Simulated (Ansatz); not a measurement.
One change: `O[SiH](O)[AlH2]` becomes `NC[SiH](O)O`.

Ansatz, PBE0-D4/def2-TZVP geometries, multiplicity 1. Each molecule was computed in one conformer, which needn't be the lowest.

```json
{"property": "HOMO energy (PBE/def2-TZVPP) / eV", "`O[SiH](O)[AlH2]`": "-5.91"}
{"property": "LUMO energy (B3LYP/def2-TZVPP) / eV", "`O[SiH](O)[AlH2]`": "-2.34"}
{"property": "size of the dipole moment (ωB97M-V/def2-TZVPP) / D", "`O[SiH](O)[AlH2]`": "2.37"}
{"property": "HOMO energy (ωB97M-V/def2-TZVPP) / eV", "`O[SiH](O)[AlH2]`": "-9.09"}
{"property": "size of the dipole moment (B3LYP/def2-TZVPP) / D", "`O[SiH](O)[AlH2]`": "2.33"}
{"property": "HOMO–LUMO gap (PBE0/def2-TZVPP) / eV", "`O[SiH](O)[AlH2]`": "4.92"}
```

(1) Give the same properties after the change, and the shifts. (An estimate is asked.)

Results:

(1) Computed: 
| property | `NC[SiH](O)O` | shift |
| --- | --- | --- |
| HOMO energy (PBE/def2-TZVPP) / eV | -5.81 | 0.10 |
| LUMO energy (B3LYP/def2-TZVPP) / eV | 0.20 | 2.54 |
| size of the dipole moment (ωB97M-V/def2-TZVPP) / D | 3.10 | 0.73 |
| HOMO energy (ωB97M-V/def2-TZVPP) / eV | -9.63 | -0.54 |
| size of the dipole moment (B3LYP/def2-TZVPP) / D | 3.10 | 0.77 |
| HOMO–LUMO gap (PBE0/def2-TZVPP) / eV | 7.81 | 2.89 |

With PBE0 the HOMO falls by 0.20 eV and the LUMO rises by 2.68 eV, so the gap widens by about 2.88 eV. PBE moves the HOMO by 0.10 eV and ωB97M-V by -0.54 eV. Dipoles are sizes alone; their direction can turn.

B3LYP here is the variant with VWN-RPA as its local correlation; programs differ in this.
